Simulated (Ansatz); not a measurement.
Saddle point of GeH₇OF, singlet (GeH₄ + H₂O + HF → GeH₃F ([F][GeH3]) + H₂O + H₂; bonds formed: Ge1–F7, H2–H8, H6–O9; bonds broken: Ge1–H2, H6–F7, H8–O9), PBE0-D4/def2-TZVP structure:

| atom | x (Å) | y (Å) | z (Å) |
| --- | --- | --- | --- |
| Ge1 | -0.4524 | -1.0267 | -0.7854 |
| H2 | 1.0255 | -0.1852 | -0.2536 |
| H3 | 0.6653 | -1.8060 | -1.5645 |
| H4 | -1.0395 | -2.0664 | 0.1740 |
| H5 | -1.3155 | -0.4195 | -1.8985 |
| H6 | -0.2708 | 1.1009 | 1.1169 |
| F7 | -1.2270 | 0.3692 | 0.3901 |
| H8 | 1.0137 | 0.4753 | 0.4262 |
| O9 | 0.7086 | 1.3316 | 1.3500 |
| H10 | 0.8920 | 2.2267 | 1.0448 |

Energies are electronic, without zero-point energy. Barriers and step energies count from the start structure reached by relaxing down the imaginary mode; all methods use the PBE0-D4 structures, on which another method's saddle can fall below an end. Ansatz 0.2.0; basis: def2-TZVPP, with def2-QZVPP for the basis limit; cores frozen in the correlated methods. Filled d shells of the heavier atoms are correlated. The def2 sets are not built for correlating such inner shells, so the correlated values are less sure here. B3LYP uses VWN-RPA correlation. Extrapolation: Hartree–Fock as exp(−7.88 √X), correlation as X^−2.97.

```tsv
method	barrier (kJ/mol)	step energy (kJ/mol)
SPW92	104.5	20.1
PBE-D4	138.9	-1.0
BLYP-D4	?	-13.6
r2SCAN-D4	148.7	-9.0
B97M-V	162.5	-8.8
PBE0-D4	164.0	1.3
B3LYP-D4	166.8	-9.8
r2SCAN0-D4	169.2	-4.5
BHLYP-D4	191.9	-10.0
CAM-B3LYP-D4	171.9	-8.0
wB97X-V	?	-11.0
wB97M-V	176.5	-8.5
B2PLYP	178.0	-10.9
PBE-QIDH	181.8	-2.6
RPA on PBE	186.6	-11.5
HF	?	-19.1
MP2	185.9	-10.2
CCSD	202.2	-6.5
CCSD(T)	190.0	-6.8
```

Problem. Fill in the withheld barriers. (To be estimated.)

Solution. Computed: BLYP-D4 148.0; HF 251.5; wB97X-V 177.7 kJ/mol. Each is the energy of the saddle less that of the start structure, by the same method.

For comparison, the barrier by CCSD(T) at an estimated basis limit (MP2 extrapolated from triple and quadruple zeta, plus CCSD(T) − MP2 in triple zeta) is 192.2 kJ/mol.

The T1 diagnostic stays at or below 0.013. The end structure is not quite a true minimum (one mode of 47i cm⁻¹).

Labels in which every atom is bracketed show which atoms are joined, not bond orders.

For scale, one of the runs: CCSD(T)/def2-TZVPP, 208 basis functions, launched by `ansatz run in.yaml --threads 4 --pin off --events-out ev --progress --plain --max-ram 9574MiB`. Hardware: 4 CPU threads of an Arm Neoverse V2, shared host. Wall time 72 s; peak host memory 3 GiB.
